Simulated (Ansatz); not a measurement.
# Worked example: C4H9F + C2HF2Ge → C4H9 + C2HF3Ge

Species: C4H9F (2-fluorobutane) `CCC(C)F`, singlet; C2HF2Ge `C#[C][Ge]([F])[F]`, doublet; C4H9 `C[CH]CC`, doublet; C2HF3Ge `C#[C][Ge]([F])([F])[F]`, singlet. A radical takes F: the energy is the difference in strength between the C–F bond broken and the Ge–F bond made.

Shapes, held fixed at every level: PBE0-D4/def2-TZVP. Flexible molecules stand in one conformer, not always the lowest. Programs: Ansatz 0.2.0. The zero-point and thermal change to 298 K, harmonic and unscaled (PBE0-D4/def2-TZVP), is -8.9 kJ/mol.

At CCSD(T)/def2-TZVPP; 1 Eh = 2625.50 kJ/mol:

| species | energy (Eh) |
| --- | --- |
| C4H9F | -257.297536 |
| C2HF2Ge | -2351.731728 |
| C4H9 | -157.487836 |
| C2HF3Ge | -2451.567901 |

Question: Work out ΔH(298 K) of the reaction at this level.

Answer: 
1. Products less reactants: (-157.487836) + (-2451.567901) − [(-257.297536) + (-2351.731728)] = -0.026473 Eh = -69.5 kJ/mol.
2. With the thermal change: -69.5 + (-8.9) = -78.4 kJ/mol.

Other levels give -100.2 (HF/def2-TZVPP) to -61.9 kJ/mol (B3LYP-D4/def2-TZVPP). No measured value is set beside it here. Open shells run unrestricted. Relativity is left out for Ge. Outer-core shells of Ge are correlated, in sets that cover them unevenly.
